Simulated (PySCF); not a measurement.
O2Se, charge +1, doublet, geometry from GFN2-xTB (a state made from the parent by changing its charge; the spin is typed, not shown lowest); CAMB3LYP/6-31G** (PySCF).

The PySCF input:
```python
from pyscf import gto, scf, dft

mol = gto.M(
    atom='''
O    -1.342264    0.456893    0.023446
Se    0.012101   -0.244836   -0.020512
O     1.290834    0.583660    0.063729
''',
    basis='6-31g**',
    charge=1,
    spin=1,
    verbose=3,
)

mf = dft.UKS(mol)
mf.xc = 'camb3lyp'
mf.grids.prune = dft.gen_grid.sg1_prune
mf.kernel()
mf.analyze()
```

Task: What does PySCF print? Leave out banner, timings and long lists.

Result: 
```
Traceback (most recent call last):
  File "input.py", line 18, in <module>
  File "<string>", line 2, in kernel
  File "site-packages/pyscf/scf/hf.py", line 2099, in scf
  File "site-packages/pyscf/scf/hf.py", line 132, in kernel
  File "site-packages/pyscf/dft/uks.py", line 42, in get_veff
  File "site-packages/pyscf/dft/uks.py", line 192, in initialize_grids
  File "site-packages/pyscf/dft/rks.py", line 506, in initialize_grids
  File "site-packages/pyscf/dft/gen_grid.py", line 653, in build
  File "<string>", line 6, in gen_atomic_grids
  File "site-packages/pyscf/dft/gen_grid.py", line 318, in gen_atomic_grids
  File "site-packages/pyscf/dft/gen_grid.py", line 81, in sg1_prune
IndexError: index 34 is out of bounds for axis 0 with size 19
```

The run crashed.
